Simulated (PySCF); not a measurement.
SMILES COC(=O)[SiH2]c1ccco1 (C6H8O3Si) at its GFN2-xTB optimised geometry (Å):

```
18

C      0.9510    -3.5893     1.0774
O      0.2155    -2.3773     0.9407
C     -0.7171    -2.3352    -0.0179
O     -0.9508    -3.2646    -0.7493
Si    -1.6205    -0.6428    -0.0022
C     -0.3145     0.6967     0.0000
C      1.0576     0.6967     0.0000
C      1.4671     2.0468     0.0000
C      0.3183     2.7793    -0.0019
O     -0.7547     1.9807    -0.0018
H      0.2804    -4.4070     1.3483
H      1.6836    -3.4187     1.8619
H      1.4432    -3.8380     0.1350
H     -2.4703    -0.5691    -1.1913
H     -2.4180    -0.5814     1.2281
H      1.6876    -0.1690     0.0058
H      2.4703     2.4211     0.0006
H      0.1461     3.8380    -0.0034
```

Calculation: PBE0/def2-SVP run with PySCF. Cells within 0.4 Å of a nucleus heavier than hydrogen are left out (blank, or x).

Map of the deformation density (molecule minus spherical neutral atoms) (e/bohr³) on the plane z = 1.0 Å:

```
|1111111111111111111111111|
|1111111111111111111111111|
|1111111111111111111111111|
|1111111111111111111111111|
|1111111111111111111111111|
|1111111111111111111111111|
|1111111111100111111111111|
|1111111111100111111111111|
|1111111111100000011111111|
|1111111111000001011111111|
|1111111110000000011111111|
|1111111110111100011111111|
|1111111221111101111111111|
|1111111871000111111111111|
|1111111441000111111111111|
|1111111110000211111111111|
|1111111100003911111111111|
|111111111002xx00011111111|
|1111111111001600011111111|
|11111111110001x4111111111|
|1111111111102930011111111|
|1111111111101510011111111|
|1111111111110000111111111|
|1111111111111111111111111|
|1111111111111111111111111|
```
Scale: ten equal steps from -0.013 (start of '0') to 0.074 (end of '9'), in the order '0123456789'; x runs from -6.00 to 6.00, y from -6.00 (bottom) to 6.00 (top).
